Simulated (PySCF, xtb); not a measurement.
C2H9NOSi, SMILES CO[Si@H](C)N.

GFN2-xTB run with xtb at its own geometry gives an orbital gap of 6.95 eV and a dipole moment of 1.48 D.

Geometry optimised at PBE0-D3(BJ)/def2-SVP. The structure was generated by enumeration; whether it is a known compound was not checked. Other conformers were not sampled.

Q: What does CAM-B3LYP/def2-TZVP run with PySCF give? (An estimate is asked for; the answer gives what the named calculation found.)

A: gap 10.46 eV (levels -8.88 and 1.58 eV), dipole 2.08 D.
